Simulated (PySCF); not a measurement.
CH2B2Br2F2.
Atom-mapped SMILES: `[F:1][B:2]([Br:3])[CH2:4][B:5]([F:6])[Br:7]` (hydrogens: H8, H9 on C4)

Computed, not measured: PySCF 2.14.0, PBE0-D3(BJ)/def2-SVP geometry optimisation, gas phase.

Q: What internal coordinates does the optimisation give?

A: 
```json
{"bond": "F1–B2, B5–F6", "length (bohr)": "2.488"}
{"bond": "B2–Br3, B5–Br7", "length (bohr)": "3.621"}
{"bond": "B2–C4, C4–B5", "length (bohr)": "2.952"}
{"bond": "C4–H8, C4–H9", "length (bohr)": "2.079"}
```

Bonds in one row agree within 0.02 bohr and their mean is given. A selection of angles:
```json
{"angle": "F1–B2–Br3", "degrees": "117.1"}
{"angle": "F1–B2–C4", "degrees": "120.6"}
{"angle": "Br3–B2–C4", "degrees": "122.2"}
{"angle": "B2–C4–B5", "degrees": "107.7"}
{"angle": "B2–C4–H8", "degrees": "108.8"}
{"angle": "B5–C4–H8", "degrees": "110.6"}
{"angle": "B5–C4–H9", "degrees": "108.2"}
{"angle": "H8–C4–H9", "degrees": "111.7"}
```

Dihedral angles: F1–B2–C4–B5 -93° (anticlinal); B2–C4–B5–F6 -87° (synclinal). The mirror-image conformer, all signs reversed, is as good.

B2 (three-coordinate boron) is planar (angles 122.2°, 120.6° and 117.1°, sum 360.0°, 0.02 Å off the plane of its three neighbours).

Point group: near C2, missed by 0.16 Å at most; the miss may be what the optimiser left on a soft mode. Stationary, but not proved a minimum. One conformer, not necessarily the lowest.

Hardware: one thread, Arm Neoverse V2 (aarch64), on a shared host. Cost: 3.6 min of wall time, 0.69 GiB resident at most. These figures are those of the optimisation.
